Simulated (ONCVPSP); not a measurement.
Plane-wave convergence, ONCV potential for manganese (Mn)

```json
{
  "Element": "manganese (Mn)",
  "Generator": "ONCVPSP 4.0.1",
  "Type": "optimised norm-conserving Vanderbilt (ONCV)",
  "Functional": "LDA (Perdew-Zunger)",
  "Relativity": "scalar-relativistic",
  "Frozen core": "[Ne]",
  "Valence charge": "15",
  "Reference configuration": "3s2 3p6 3d5 4s2",
  "Partial waves": "3s+4s: rc 1.40 bohr, ncon 3, nbas 7, qcut 8.7 1/bohr, 2 projectors; 3p: rc 1.05 bohr, ncon 4, nbas 8, qcut 13.5 1/bohr, 2 projectors, debl 0.6 Ha; 3d: rc 1.20 bohr, ncon 3, nbas 7, qcut 10.8 1/bohr, 1 projector",
  "Local potential": "polynomial inside 0.80 bohr (lpopt 2, dvloc0 0 Ha)",
  "Core correction": "none"
}
```

In the p channel the program set the typed energies aside and used -2.002, 0.250 Ha.

Task: For each optimised wave give the share of its norm inside rc, the residual kinetic energy above qcut (Ha) and the cutoffs (Ha) for errors of 10, 1, 0.1 and 0.01 mHa per electron.

Result:

```tsv
wave	norm inside rc	residual KE	10 mHa	1 mHa	0.1 mHa	0.01 mHa
3s	0.939	1.4e-06	15.4	24.2	29.6	34.0
4s	0.041	8.5e-07	6.4	20.1	27.8	33.0
3p	0.701	1.4e-07	22.2	48.7	64.9	75.9
p projector 2	0.055	4.3e-08	17.6	24.6	55.4	69.8
3d	0.597	7.7e-05	42.5	50.4	58.3	166.9
```

The occupied waves need 50 Ha and 65 Ha for 1 and 0.1 mHa.
